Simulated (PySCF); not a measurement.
# Excited states of Cu¹⁹⁺ (copper, charge +19)

Ground state [Ne], ¹S. Computed with PySCF 2.14 in an even-tempered Gaussian basis (19 s from 0.672 bohr⁻², ratio 2.5; 12 p from 0.88 bohr⁻², ratio 2.5; 7 d from 0.527 bohr⁻², ratio 2.7; 3 f from 42 bohr⁻², ratio 2.7), with the spin-free X2C one-electron Hamiltonian (Gaussian nucleus). Vertical excitation energies in eV without spin-orbit coupling; excited terms of each kind are numbered among those the solver found. Frozen: 1s2.

```
 term  leading excitation  EOM-EE-CCSD
1 3P°              2p → s       971.33
1 1P°              2p → s       975.00
 1 3S              2p → p       1006.6
 1 3D              2p → p       1013.1
 1 1D              2p → p       1016.1
 1 1P              2p → p       1016.6
 1 3P              2p → p       1016.7
 1 1S              2p → p       1040.0
2 3P°              2p → d       1063.2
1 3F°              2p → d       1066.3
1 1F°              2p → d       1069.7
1 1D°              2p → d       1070.9
 2 3S              2s → s       1125.4
 2 1S              2s → s       1132.5
```

The solver can miss terms. The 22 highest virtual orbitals were dropped.
